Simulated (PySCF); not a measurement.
A small calculation by hand: oscillator strength and radiative lifetime

C₃H₇BF₂O, SMILES CO[C@H](C)B(F)F.

Geometry optimised at B3LYP-D3(BJ)/def2-SVP. The structure was generated by enumeration; whether it is a known compound was not checked. The values are those of a single conformer.

TDA-ωB97X/def2-SVPD run with PySCF puts the first singlet state with f over 0.02 at 7.90 eV (vertical), with the transition dipole (-0.021, -0.401, -0.114) in atomic units.

Q: Find the oscillator strength, the wavelength and the radiative lifetime that this transition would have in vacuum if emission retraced absorption.

A: 
|μ|² = 0.1742 au, so |μ| = 1.06 D. ΔE = 7.90/27.211 = 0.2903 hartree. f = (2/3) ΔE |μ|² = 0.034 (the program prints 0.034).
λ = 1239.84/7.90 = 157 nm; ν = 63718 cm⁻¹.
Einstein's coefficient A = 0.6670 ν² f s⁻¹ (ν in cm⁻¹) = 9.1e7 s⁻¹, so τ = 1/A = 11 ns. This state is S2; the lower singlet has f = 0.009. The figure is the radiative limit of this one transition; relaxation, internal conversion, crossing to triplets and a medium change what is measured.
